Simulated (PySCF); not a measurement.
**Two-component Hartree-Fock for In²⁺ (indium, charge +2)**

Start: [Kr] 4d10 5s1; 5s1/2 filled at m_j = +1/2. Calculated with PySCF 2.14 in x2c-TZVPPall-2c with one added diffuse shell each of s, p, d, f type (9s10p6d3f, 90 functions): generalised Hartree-Fock with the X2C-1e Hamiltonian and a Gaussian nucleus; spin-orbit coupling (SO) screened by Boettger's factors.

```json
{"spinor shell": "1s1/2", "electrons": "2", "ε, screened SO (eV)": "-28097.0", "weight of nominal j (screened SO)": "1.000", "rms radius, screened SO (bohr)": "0.0340"}
{"spinor shell": "2s1/2", "electrons": "2", "ε, screened SO (eV)": "-4312.5", "weight of nominal j (screened SO)": "1.000", "rms radius, screened SO (bohr)": "0.139"}
{"spinor shell": "2p1/2", "electrons": "2", "ε, screened SO (eV)": "-4012.3", "weight of nominal j (screened SO)": "1.000", "rms radius, screened SO (bohr)": "0.120"}
{"spinor shell": "2p3/2", "electrons": "4", "ε, screened SO (eV)": "-3799.2", "weight of nominal j (screened SO)": "1.000", "rms radius, screened SO (bohr)": "0.125"}
{"spinor shell": "3s1/2", "electrons": "2", "ε, screened SO (eV)": "-871.68", "weight of nominal j (screened SO)": "1.000", "rms radius, screened SO (bohr)": "0.371"}
{"spinor shell": "3p1/2", "electrons": "2", "ε, screened SO (eV)": "-749.10", "weight of nominal j (screened SO)": "1.000", "rms radius, screened SO (bohr)": "0.365"}
{"spinor shell": "3p3/2", "electrons": "4", "ε, screened SO (eV)": "-709.27", "weight of nominal j (screened SO)": "1.000", "rms radius, screened SO (bohr)": "0.376"}
{"spinor shell": "3d3/2", "electrons": "4", "ε, screened SO (eV)": "-494.21", "weight of nominal j (screened SO)": "1.000", "rms radius, screened SO (bohr)": "0.350"}
{"spinor shell": "3d5/2", "electrons": "6", "ε, screened SO (eV)": "-486.24", "weight of nominal j (screened SO)": "1.000", "rms radius, screened SO (bohr)": "0.353"}
{"spinor shell": "4s1/2", "electrons": "2", "ε, screened SO (eV)": "-162.02", "weight of nominal j (screened SO)": "1.000", "rms radius, screened SO (bohr)": "0.908"}
{"spinor shell": "4p1/2", "electrons": "2", "ε, screened SO (eV)": "-119.93", "weight of nominal j (screened SO)": "1.000", "rms radius, screened SO (bohr)": "0.970"}
{"spinor shell": "4p3/2", "electrons": "4", "ε, screened SO (eV)": "-112.91", "weight of nominal j (screened SO)": "1.000", "rms radius, screened SO (bohr)": "1.00"}
{"spinor shell": "4d3/2", "electrons": "4", "ε, screened SO (eV)": "-45.836", "weight of nominal j (screened SO)": "0.990", "rms radius, screened SO (bohr)": "1.25"}
{"spinor shell": "5s1/2", "electrons": "1", "ε, screened SO (eV)": "-26.811", "weight of nominal j (screened SO)": "1.000", "rms radius, screened SO (bohr)": "2.57"}
```

(1) Where does 4d5/2 lie, and what is the 4d spin-orbit splitting (screened SO)?

```json
{"quantity": "E (hartree)", "screened SO": "-5878.08798"}
{"quantity": "M_J", "screened SO": "1/2"}
{"quantity": "⟨J²⟩", "screened SO": "0.751"}
{"quantity": "⟨L²⟩", "screened SO": "0.017"}
{"quantity": "⟨S²⟩", "screened SO": "0.767"}
```

Each row is a mean over spinors that exchange with the open shell spreads, by up to 0.377 eV (4s1/2).

Breit and QED terms are absent; they matter most for the inner s and p1/2 levels.

Densities and radii are taken from the X2C orbitals without a picture-change correction, which distorts them close to the nucleus.

## Answers

(1) At -44.857 eV, 0.979 eV above 4d3/2.
